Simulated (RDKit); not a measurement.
Job for RDKit: UFF on CH5NOSe (a complex), monomers drawn apart or pushed together.

```python
from rdkit import Chem
from rdkit.Chem import AllChem, rdDetermineBonds

blocks = [
'''6

N    -1.09438581   -0.41701169    0.19488816
C     0.17476864   -0.31409176   -0.25772230
O     1.15684880   -0.19003412    0.44470138
H    -1.26773666   -0.38533571    1.19083245
H    -1.86450114   -0.51025516   -0.44307836
H     0.24062549   -0.35618308   -1.36008606
''',
'''3

Se    0.13652597    0.03606965    3.95590411
H    -0.28861656   -0.67145940    5.17678155
H     0.92122978   -1.11158160    3.48947558
''',
]
mol = None
for b in blocks:
    f = Chem.MolFromXYZBlock(b)
    rdDetermineBonds.DetermineBonds(f, charge=0)
    mol = f if mol is None else Chem.CombineMols(mol, f)
Chem.SanitizeMol(mol)
print(Chem.MolToSmiles(Chem.RemoveHs(mol)))
ff = AllChem.UFFGetMoleculeForceField(mol, vdwThresh=100.0, ignoreInterfragInteractions=False)
e = ff.CalcEnergy()
print(f'UFF energy {e:.6f} kcal/mol')
```

Output:

```
NC=O.[SeH2]
UFF energy 10.061340 kcal/mol
```

The run finished.

Cost: around 0.03 core-seconds (rough).
